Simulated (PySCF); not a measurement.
## Core binding energy against partial charge

Compound: C₃H₅BO.
Cartesian coordinates in Å at the PBE0-D3(BJ)/def2-SVP level; atoms count from 1:
```xyz
10
C3H5BO angstrom
C      2.0774   -0.7474    0.2076
C      1.2004    0.0941    0.1273
B      0.1141    1.1768    0.0283
O     -1.1737    0.8744   -0.2106
C     -1.6308   -0.4478   -0.3872
H      2.8535   -1.4886    0.2802
H      0.3836    2.3462    0.1620
H     -1.3915   -1.0738    0.4868
H     -1.1758   -0.9094   -1.2777
H     -2.7210   -0.4168   -0.5186
```

Binding energies: delta-SCF UKS SCAN, pcX-2 on the ionised atom, pcseg-1 elsewhere, spin-free X2C (PySCF). Charges: PBE0/pcSseg-1 ground-state density, for the ionised atom.

```
atom             environment  C 1s (eV)  Mulliken (e)  IAO (e)  Hirshfeld (e)  ESP (e)
  C2           alkyne carbon     290.54        -0.107   -0.166         -0.119   -0.192
  C1  terminal alkyne carbon     290.80        -0.228   -0.180         -0.078   -0.356
  C5          methoxy carbon     292.56        -0.045   -0.200         -0.027   -0.062
```

Task: How well does each charge scheme correlate with the binding energies over these sites?

Result: Hirshfeld: r = 0.94, slope 22.4 eV per e; ESP: r = 0.76, slope 5.6 eV per e; Mulliken: r = 0.68, slope 8.0 eV per e; IAO: r = -0.95, slope -62.3 eV per e. Hirshfeld charges have the highest r, on only 3 points.

Task: The point-charge model writes a binding energy as kq + V + constant, with V the potential of the other atoms' charges at the site. What does it give with the Mulliken charges?

Result: V = Σ 14.40 eV Å × q/r over all other atoms: +0.33 eV at C2, +1.32 eV at C1, +1.17 eV at C5. Fitting binding energy − V to q gives k = 9.8 eV per e and leaves an rms residual of 0.25 eV, against 0.66 eV for the fit on q alone. The model has no term for differences in relaxation between sites.

Spin contamination (⟨S²⟩ against 0.75 for a pure doublet) is marked for C 1s of C2 (0.86) and C 1s of C1 (0.86), which makes these values less certain. Isolated species at its PBE0-D3(BJ)/def2-SVP geometry (one conformer only).
